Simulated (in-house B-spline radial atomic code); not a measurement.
Radial electron density of the neodymium ion Nd³⁺, [Kr] 4d10 4f3 5s2 5p5 5d1. Computed with a radial B-spline atomic code at the basis-set limit: scalar-relativistic (X2C) B97-1, spin-polarised, spherical fractional occupations, exact exchange averaged over the configuration, Fermi nucleus of rms radius 4.9123 fm.

One-electron X2C: radii and densities carry no picture-change correction, so inner-shell <1/r> comes out high (for 1s by about 2 % at Z = 33, 5 % at 54, 10 % at 75, 30 % at 118) and <r> low.

Columns: r (bohr), 4πr²n(r) (electrons per bohr), bar.

```
0.000633    2.425 #
0.000783    3.351 #
 0.00097    4.624 ##
  0.0012    6.339 ###
 0.00149    8.684 ####
 0.00184    11.72 #####
 0.00228    15.75 #######
 0.00282    20.87 #########
 0.00349    27.29 ############
 0.00433    35.17 ###############
 0.00536     44.2 ###################
 0.00663    54.03 #######################
 0.00821    63.94 ###########################
  0.0102    72.75 ###############################
  0.0126    78.63 #################################
  0.0156    80.58 ##################################
  0.0193    78.26 #################################
  0.0239    73.24 ###############################
  0.0296    69.36 #############################
  0.0366    71.22 ##############################
  0.0454    81.21 ##################################
  0.0562    95.36 ########################################
  0.0695    104.3 ############################################
  0.0861      100 ##########################################
   0.107    85.68 ####################################
   0.132    77.02 ################################
   0.163    82.68 ###################################
   0.202    90.87 ######################################
    0.25    80.37 ##################################
    0.31    53.06 ######################
   0.384    35.25 ###############
   0.475    37.13 ################
   0.589    40.46 #################
   0.729    31.61 #############
   0.902    18.67 ########
    1.12    11.41 #####
    1.38    8.796 ####
    1.71    6.218 ###
    2.12    3.234 #
    2.63    1.182 
    3.25   0.3175 
    4.03  0.06261 
    4.98 0.009289 
    6.17 0.0007855 
    7.64 3.161e-05
```

On this grid the curve has 4 maxima, near 0.0156, 0.0695, 0.202, 0.589 bohr.

The 5d up radial function P(r) = rR(r), positive near the nucleus:

| r (bohr) | P |
| --- | --- |
| 0.0102 | 0.001263 |
| 0.0156 | 0.003864 |
| 0.0239 | 0.01135 |
| 0.0366 | 0.03093 |
| 0.0562 | 0.07538 |
| 0.0861 | 0.1522 |
| 0.132 | 0.2281 |
| 0.202 | 0.1881 |
| 0.31 | -0.06963 |
| 0.475 | -0.3465 |
| 0.729 | -0.2018 |
| 1.12 | 0.3583 |
| 1.71 | 0.75 |
| 2.63 | 0.5961 |
| 4.03 | 0.2156 |
| 6.17 | 0.02768 |
